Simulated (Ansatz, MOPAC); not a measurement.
System: SiNHF3 (charge 0, doublet). SMILES: F[Si](F)(F)[NH]

Atoms: N1, Si2, F3, F4, F5, H6. Bonds: N1-Si2, N1-H6, Si2-F3, Si2-F4, Si2-F5.

Bond lengths (Å) and angles (degrees) optimised at PM6 with MOPAC; MNDO with MOPAC; PBE/6-31G* with Ansatz (a first-principles code); B3LYP/6-31G* with Ansatz, each started from the B3LYP-D3(BJ)/def2-TZVP structure (Ansatz) of the last column. A row stands for all coordinates that are equal there. 6-31G* holds six Cartesian d functions. At PM6 the structure is a saddle point. At B3LYP/6-31G* the structure is a saddle point. No wavenumbers were computed at MNDO, PBE/6-31G*, so these may be saddle points.

```json
[
 {"coordinate": "N1-Si2", "PM6": "1.701", "MNDO": "1.753", "PBE/6-31G*": "1.753", "B3LYP/6-31G*": "1.741", "B3LYP-D3(BJ)/def2-TZVP": "1.726"},
 {"coordinate": "N1-H6", "PM6": "0.992", "MNDO": "0.989", "PBE/6-31G*": "1.037", "B3LYP/6-31G*": "1.027", "B3LYP-D3(BJ)/def2-TZVP": "1.022"},
 {"coordinate": "Si2-F3", "PM6": "1.551", "MNDO": "1.589", "PBE/6-31G*": "1.604", "B3LYP/6-31G*": "1.591", "B3LYP-D3(BJ)/def2-TZVP": "1.579"},
 {"coordinate": "Si2-F5", "PM6": "1.573", "MNDO": "1.585", "PBE/6-31G*": "1.597", "B3LYP/6-31G*": "1.584", "B3LYP-D3(BJ)/def2-TZVP": "1.573"},
 {"coordinate": "N1-Si2-F3", "PM6": "113.0", "MNDO": "111.5", "PBE/6-31G*": "111.4", "B3LYP/6-31G*": "111.3", "B3LYP-D3(BJ)/def2-TZVP": "111.4"},
 {"coordinate": "N1-Si2-F5", "PM6": "109.1", "MNDO": "111.1", "PBE/6-31G*": "108.9", "B3LYP/6-31G*": "109.2", "B3LYP-D3(BJ)/def2-TZVP": "109.3"},
 {"coordinate": "F3-Si2-F4", "PM6": "107.2", "MNDO": "107.3", "PBE/6-31G*": "108.9", "B3LYP/6-31G*": "108.9", "B3LYP-D3(BJ)/def2-TZVP": "108.9"},
 {"coordinate": "F3-Si2-F5", "PM6": "107.2", "MNDO": "107.6", "PBE/6-31G*": "108.0", "B3LYP/6-31G*": "108.1", "B3LYP-D3(BJ)/def2-TZVP": "107.8"},
 {"coordinate": "Si2-N1-H6", "PM6": "141.1", "MNDO": "117.8", "PBE/6-31G*": "111.7", "B3LYP/6-31G*": "113.5", "B3LYP-D3(BJ)/def2-TZVP": "114.8"}
]
```

Mean signed difference of all 5 bond lengths from B3LYP-D3(BJ)/def2-TZVP: PM6 -0.023 Å, MNDO 0.005 Å, PBE/6-31G* 0.023 Å, B3LYP/6-31G* 0.011 Å.
